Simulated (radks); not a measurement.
The numbers below are computed, except where a source is named.
Task: Species: Ag III. Configuration: [Kr] 4d7.5 5p1.5 (fractional occupations, a model configuration). Code: a radial shooting solver on a logarithmic mesh with Libxc functionals. Model: Dirac Kohn-Sham, PBE, spin-unpolarised, spherical densities, point nucleus; open shells are shared between the two j in proportion to 2j + 1. Some entries of the table are withheld. Estimate them.

orbital  occ.  eigenvalue (eV)  <1/r> (bohr^-1)  <r> (bohr)
1s1/2       2        -25348.79            49.44     0.03111
2s1/2       2        -3760.061            11.39      0.1345
2p1/2       2        -3496.423            11.37      0.1141
2p3/2       4        -3321.107            10.68      0.1192
3s1/2       2        -716.6180            3.984      0.3682
3p1/2       2        -611.7905              (1)         (2)
3p3/2       4        -580.8381              (3)         (4)
3d3/2       4        -395.3753            3.558      0.3436
3d5/2       6        -389.1405            3.515      0.3471
4s1/2       2        -127.2628            1.534      0.9038
4p1/2       2         -93.9287            1.418      0.9638
4p3/2       4         -88.6704            1.366      0.9926
4d3/2       3              (5)            1.079       1.233
4d5/2     4.5              (6)            1.066       1.247
5p1/2     0.5         -17.6866           0.4556       2.807
5p3/2       1         -17.1309           0.4423       2.883

Result: 
(1) 3p1/2 <1/r> (bohr^-1): 3.889
(2) 3p1/2 <r> (bohr): 0.3600
(3) 3p3/2 <1/r> (bohr^-1): 3.722
(4) 3p3/2 <r> (bohr): 0.3708
(5) 4d3/2 eigenvalue (eV): -37.3649
(6) 4d5/2 eigenvalue (eV): -36.6830
